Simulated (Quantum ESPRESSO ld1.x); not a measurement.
Task: Coherent X-ray form factor from a spherical all-electron density. All-electron calculation, scalar-relativistic Kohn-Sham, PBE, spin-unpolarised, spherical densities, point nucleus. Program: ld1.x of Quantum ESPRESSO 7.5.

sin(theta)/lambda (1/angstrom),f0 (electrons)
0.05,58.648
0.1,57.620
0.15,56.000
0.2,53.907
0.25,51.479
0.3,48.854
0.4,43.465
0.5,38.393
0.6,33.916
0.8,26.885
1,22.064
1.25,18.265
1.5,15.861
2,12.323

The species is in the configuration that NIST lists as its ground one. Which atom or ion scatters so?

Result: The holmium ion Ho8+, [Kr] 4d10 4f10 5s2 5p1. Extrapolating in s^2 from the first two rows gives f0(0) = 59.0, near the electron count 59; among species with that count, the fall with angle is slower the higher Z, and the table is that of Z = 67; from so few rows the species is fixed only to a neighbour or two.
